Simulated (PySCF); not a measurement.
## Structure from NMR data

The spectra below were simulated for a compound CH12OSi5.

¹H NMR (400 MHz, computed): δ 4.87 (s, 3H), 4.86 (m, 1H), 4.28 (m, 2H), 4.28 (m, 2H), 4.19 (m, 1H), 4.16 (m, 1H), 3.99 (d, 2H).

¹³C{¹H} NMR (computed): δ 60.6 (CH2).

Relativity neglected, equivalent nuclei averaged, gas phase, one computed conformer. Shieldings: GIAO PBE0/pcSseg-1; coordinates at the GFN2-xTB level; PySCF 2.14.0 with density-fitted response routines.

References, each an isolated molecule treated in the same way: ¹H (31.72 ppm), ¹³C (186.93 ppm) against TMS.

Problem. Which of these isomers gave the spectra?
A. C[SiH]1[SiH2][SiH2]O[SiH2][SiH2]1
B. C[Si@H]1[SiH2][Si@H](O[SiH3])[SiH2]1
C. [SiH3]OC[SiH]1[SiH2][SiH2][SiH2]1

Solution. C. 

1. Rings plus π bonds: 1 (1 ring in the answer).
2. Carbon types of the structure: 1 × CH2, leaving 10 H on heteroatoms.
3. δC 60.6: sp3 CH2 bonded to O and Si; deshielded by the electronegative neighbour.
4. δH 4.87: hydrogen on a silicon bonded to O.
5. δH 4.86: hydrogen on a silicon bonded to C, 2 Si, in a 4-membered ring.
6. δH 4.28, 4.28, 4.19, 4.16: hydrogen on a silicon bonded to 2 Si, in a 4-membered ring.
7. δH 3.99: hydrogen on an sp3 CH2 bonded to O and Si; its carbon carries O, an electronegative neighbour.

The others: C[SiH]1[SiH2][SiH2]O[SiH2][SiH2]1 would give 6 signals for carbon-bound and other non-exchanging H, not 7; C[Si@H]1[SiH2][Si@H](O[SiH3])[SiH2]1 would give 6 signals for carbon-bound and other non-exchanging H, not 7.

Shifts are as computed. Against solution values, carbons near 30 ppm lie about +3 ppm off and those near 130 ppm about +5 ppm. Of 1211 compounds with measured shifts, 218 miss one by over three times the rms of a fit or turn the order of signals round; such compounds aren't used in these exercises. No couplings were computed; multiplicities are counted from neighbouring protons, with m where these are inequivalent, close in shift, in a saturated or five-membered ring or joined by F or P, and br s for small geminal =CH2 splittings.
